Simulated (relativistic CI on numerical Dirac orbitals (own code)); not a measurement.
Method of calculation: Dirac-Coulomb-Breit CI, separate exchange-only KLI orbitals for each configuration, model QED (radiative potential, 1s self-energy scaled to tabulated hydrogen-like ionisation energies), unscaled Slater integrals (own radial code, finite nucleus).

CI space (outside the closed core [Ar]): 3d10 4s, 3d10 4p, 3d10 4d, 3d10 4f, 3d10 5s, 3d10 5p, 3d10 5d, 3d10 5f, 3d10 5g, 3d10 6s, 3d10 6p, 3d10 6d, 3d9 4s2, 3d10 6f, 3d9 4s 4p, 3d10 7s, 3d10 8s, 3d9 4s 4d, 3d9 4s 4f, 3d9 4s 5s, 3d9 4s 5p, 3d9 4s 5d, 3d9 4s 5f. Double excitations out of closed p, d and f shells are left out; levels of such configurations are missing from the list, as are those of other unlisted configurations, and high levels can miss mixing partners.

At this charge energies of transitions that change n are usually good to better than 1 %, and those within a shell (Δn = 0) to a few per cent.

Outline of the computed level scheme of Re XLVII. Lowest level of each configuration: 3d10 4s 2S_1/2 at 0.00 eV; 3d10 4p 2P°_1/2 at 99.93 eV; 3d10 4d 2D_3/2 at 362.81 eV; 3d10 4f 2F°_5/2 at 550.31 eV; 3d10 5s 2S_1/2 at 1006.03 eV; 3d10 5p 2P°_1/2 at 1054.76 eV; 3d10 5d 2D_3/2 at 1179.34 eV; 3d10 5f 2F°_5/2 at 1263.50 eV; 3d10 5g 2G_7/2 at 1304.25 eV.

Some strong electric-dipole decays among the lowest 16 levels: 3d10 5g 2G_9/2 → 3d10 4f 2F°_7/2 (2.3e+13 s⁻¹); 3d10 5g 2G_7/2 → 3d10 4f 2F°_5/2 (2.3e+13 s⁻¹); 3d10 5f 2F°_7/2 → 3d10 4d 2D_5/2 (1.3e+13 s⁻¹); 3d10 5f 2F°_5/2 → 3d10 4d 2D_3/2 (1.2e+13 s⁻¹); 3d10 5s 2S_1/2 → 3d10 4p 2P°_3/2 (7.4e+12 s⁻¹); 3d10 5d 2D_5/2 → 3d10 4p 2P°_3/2 (6.3e+12 s⁻¹); 3d10 5p 2P°_1/2 → 3d10 4s 2S_1/2 (5.0e+12 s⁻¹); 3d10 5p 2P°_1/2 → 3d10 4d 2D_3/2 (4.0e+12 s⁻¹).

LS names give the leading component of a level, which can be under half, so a name can repeat, a term be missing and a line seem to break the LS rules.
